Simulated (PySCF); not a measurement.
**Ionisation energy of Sb²⁺ by level of theory**

Sb²⁺ [Kr] 4d10 5s2 5p1 (2P) → Sb³⁺ [Kr] 4d10 5s2 (1S), as a difference of total energies. All numbers are calculated (PySCF 2.14, a scalar-relativistic core potential, in aug-cc-pVTZ-PP with one added diffuse shell each of d, f type with ECP28MDF (6s5p5d3f, 67 functions)). Correlated levels: valence: 4s2 4p6 4d10 frozen. The calculations carry no spin-orbit coupling.

| method | ionisation energy (eV) | difference from reference (eV) |
| --- | --- | --- |
| UHF | 24.139 | -1.184 |
| LDA | 24.920 | -0.403 |
| PBE | 24.699 | -0.624 |
| PBE0 | 24.735 | -0.588 |
| r2SCAN | 24.872 | -0.451 |
| BLYP | 24.656 | -0.667 |
| wB97M-V | 24.677 | -0.646 |
| B2PLYP | 24.614 | -0.709 |
| BHandHLYP | 24.711 | -0.612 |
| MP2 (valence) | 24.361 | -0.962 |
| SCS-MP2 (valence) | 24.352 | -0.971 |

Reference: 25.323 eV (measured; NIST Atomic Spectra Database, ionization energies).

The reference lies between the lowest fine-structure levels, while these numbers refer to the centres of the terms.

Errors of the correlated levels include the incompleteness of this basis and the frozen core.
